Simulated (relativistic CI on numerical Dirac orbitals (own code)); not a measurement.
**Hyperfine structure of Co4+, mass number 60**

Calculated at this level of theory: Dirac-Coulomb-Breit CI, orbitals from a KLI potential per configuration, QED by a radiative potential, valence Slater integrals scaled by 0.85, P86 correlation energy added to each configuration (own radial code, finite nucleus).

Configurations in the expansion (outside the closed core [Ne]): 3s2 3p6 3d5, 3s2 3p6 3d4 4s, 3s2 3p6 3d4 4p, 3s2 3p5 3d6, 3s2 3p6 3d4 4d, 3s2 3p6 3d4 5s, 3s2 3p6 3d4 5p, 3s2 3p6 3d4 4f, 3s2 3p6 3d4 5d, 3s2 3p6 3d3 4s 4p, 3s2 3p6 3d4 5f, 3s2 3p6 3d4 5g, 3s 3p6 3d6, 3s2 3p6 3d3 4s2, 3s2 3p6 3d2 4s2 4p, 3s2 3p6 3d2 4s2 4d, 3s2 3p6 3d2 4s2 5s, 3s2 3p6 3d2 4s2 5p. Double excitations out of closed p, d and f shells are left out; levels of such configurations are missing from the list, as are those of other unlisted configurations, and high levels can miss mixing partners.

Nuclear spin I = 5, μ = 3.799 μN, Q = 0.46 b (tables of Stone and Pyykkö). The electronic factors are computed for point nuclear moments, without core polarisation; leaving it out makes A of s and p electrons in near-neutral atoms 20 to 40 % too small, and it can dominate for d and f shells.

| Level | E (cm⁻¹) | A (MHz) | B (MHz) |
| --- | --- | --- | --- |
| 3s2 3p6 3d5 4G_11/2 | 35335.9 | 446.9 | -6.74 |
| 3s2 3p6 3d5 4G_9/2 | 35407.5 | 427.4 | 12.8 |
| 3s2 3p6 3d5 4G_5/2 | 35415.6 | 588 | 9.22 |
| 3s2 3p6 3d5 4G_7/2 | 35425.9 | 455.6 | 16.2 |
| 3s2 3p6 3d5 4P_5/2 | 40201.3 | 190.4 | 183 |
| 3s2 3p6 3d5 4P_3/2 | 40349.7 | 326.3 | 99.4 |
| 3s2 3p6 3d5 4P_1/2 | 40513.4 | -420.8 |  |
| 3s2 3p6 3d5 4D_7/2 | 43258.7 | 285.5 | 39.7 |

Levels with J = 0, under 50 % of one LS term, or S terms without an open s electron are left out. Small factors come from cancelling terms and can be off by tens of per cent or more.

At this charge configurations can still be misplaced by up to about 7 % of their energy. 45 of the 46 excited levels that our extract of the measured tables holds in this range could be paired (the sources list more); they are missed by 1988 cm⁻¹ on average and 3207 at most, and levels without a partner can miss by more. Some levels of the ground configuration have no partner and can miss by 10 % or more.

Problem. Give the hyperfine levels of 3s2 3p6 3d5 4G_11/2 relative to its centre of gravity.

Solution. With K = F(F + 1) − I(I + 1) − J(J + 1), E = AK/2 + B[¾K(K + 1) − I(I + 1)J(J + 1)]/[2I(2I − 1)J(2J − 1)]: F = 1/2: -14530, F = 3/2: -13860, F = 5/2: -12740, F = 7/2: -11170, F = 9/2: -9161, F = 11/2: -6702, F = 13/2: -3797, F = 15/2: -445.4, F = 17/2: 3353, F = 19/2: 7597, F = 21/2: 12290 MHz.
